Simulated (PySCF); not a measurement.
C2H10GeO2Si (SMILES CO[SiH]([GeH3])OC), singlet, at a GFN2-xTB geometry.

PySCF was given this input:
```python
from pyscf import gto, scf, dft

mol = gto.Mole()
mol.atom = '''
    Si    0.08263234   -0.72427351   -0.45712341
    Ge   -0.19410445    1.53292944    0.09356958
    O     1.41220082   -1.37575073    0.17587436
    C     2.70424447   -0.92959604   -0.06630547
    O    -1.02711857   -1.64588949    0.25959883
    C    -2.39109038   -1.39342509    0.21506638
    H     0.04859612   -0.88907218   -1.91996036
    H    -0.83802420    1.82716145    1.41959492
    H    -1.05183994    2.31910172   -0.85771255
    H     1.05187748    2.37040718    0.15044777
    H     2.77122479    0.15895866    0.03336606
    H     3.02208358   -1.20417047   -1.07519691
    H     3.37020307   -1.39700452    0.65915103
    H    -2.60028560   -0.32727053    0.36414197
    H    -2.87433875   -1.96676780    1.00627300
    H    -2.80458970   -1.69400775   -0.75095454
'''
mol.basis = 'sto-3g'
mol.verbose = 4
mol.max_memory = 1800
mol.build()

mf = dft.RKS(mol)
mf.xc = 'pbe'
mf = mf.density_fit(auxbasis='def2-universal-jkfit')
mf.kernel()
```

### Question
Predict the dipole moment from DF-PBE/STO-3G in PySCF.

### Answer
0.93 D

### Question
Estimate the HOMO energy that DF-PBE/STO-3G returns for this input.

### Answer
-2.46 eV

### Question
What nuclear repulsion energy does DF-PBE/STO-3G give?

### Answer
565.2214 Eh

### Question
What number of basis functions does DF-PBE/STO-3G give?

### Answer
57

### Question
Roughly what does it cost on one core?

### Answer
roughly 18 core-seconds.
